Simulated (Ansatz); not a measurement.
`CB[BH][GaH2]` + CH₃SH → `C[S][GaH2]` + `BBC`  (cleavage of the Ga–B bond)

Gas-phase electronic energies from Ansatz, PBE0-D4/def2-TZVP geometries. CCSD(T)/CBS adds triple-zeta CCSD(T) − MP2 to the extrapolated MP2 energy (def2 sets, frozen cores). This one scheme is used for every species. DFT in def2-TZVPP. B3LYP here is the variant with VWN-RPA as its local correlation; programs differ in this. For Ga outer-core shells are correlated without core-valence functions, which leaves a few kJ/mol of doubt a bond. Scalar relativity is left out up to krypton. Each species was taken in one conformer, which may not be the lowest.

```
     level  ΔE (kJ/mol)
 r2SCAN-D4        -85.0
    B97M-V        -83.7
  B3LYP-D4        -86.6
r2SCANh-D4        -86.0
r2SCAN0-D4        -87.6
   ωB97X-V        -87.6
     B3LYP        -85.4
   LC-ωPBE        -82.9
```

(1) What does CCSD(T)/CBS give? (Estimate.)

Largest T1 diagnostic among the species: 0.014.

Answers

(1) The calculation gave: -88.4 kJ/mol. The listed levels differ from it by 3.4, 4.7, 1.8, 2.4, 0.8, 0.8, 3.0, 5.5 kJ/mol.

Leaving LDA and LC-ωPBE aside and taking each functional with its dispersion term where it has one, the values, not all of them listed here, spread over 15.0 kJ/mol, from BHLYP-D4 to PBE-D4. From PBE to PBE0 (25 % exact exchange), in def2-TZVPP and without D4, ΔE moves by −4.9 kJ/mol.

CCSD(T)/CBS has its own doubt, a few kJ/mol and more with outer-core shells, so smaller differences from it don't rank the levels.
